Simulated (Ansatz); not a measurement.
Energy needed to pull apart Br2 (SMILES BrBr), closed shell, into free ground-state atoms, from the structure below (displaced at random from a GFN2-xTB minimum); no zero-point or spin–orbit terms; open-shell atoms are treated unrestricted, in their ground-state multiplicity.

```csv
atom,x (Å),y (Å),z (Å)
Br1,1.1114,-0.2292,0.3135
Br2,-0.8740,0.5001,-0.5927
```

Computed with Ansatz 0.2.0 (basis: def2-TZVPP); correlated methods freeze the cores. Filled d shells of the heavier atoms are correlated. The def2 sets are not built for correlating such inner shells, so the correlated values are less sure here.

| method | atomization energy (eV) |
| --- | --- |
| PBE-D4 | 2.52 |
| r2SCAN-D4 | 2.30 |
| PBE0-D4 | ? |
| CAM-B3LYP-D4 | 2.06 |
| wB97X-V | 2.17 |
| wB97M-V | ? |
| HF | 0.66 |
| MP2 | 2.21 |
| CCSD | 1.90 |
| CCSD(T) | 2.05 |

Q: What does PBE0-D4 give? (Judge from chemistry; the value comes from the calculation.)

A: The calculation gives: 2.29 eV, which is about 0.23 eV more than CCSD(T)/def2-TZVPP.

Q: What does wB97M-V give? (Judge from chemistry; the value comes from the calculation.)

A: Computed: 2.13 eV, which is about 0.08 eV more than CCSD(T)/def2-TZVPP.

In triple zeta the MP2 and coupled-cluster atomization energies are still short of their basis limit by a few kcal/mol a bond, whereas those of the functionals are nearly converged, so these differences are not deviations from converged CCSD(T).

The T1 diagnostic stays at or below 0.007.

For scale, one of the runs: CCSD(T)/def2-TZVPP forces, 96 basis functions (an equivalent command: `ansatz run in.yaml --threads 4`). Hardware: 4 CPU threads, shared host. Wall time about 16 s.
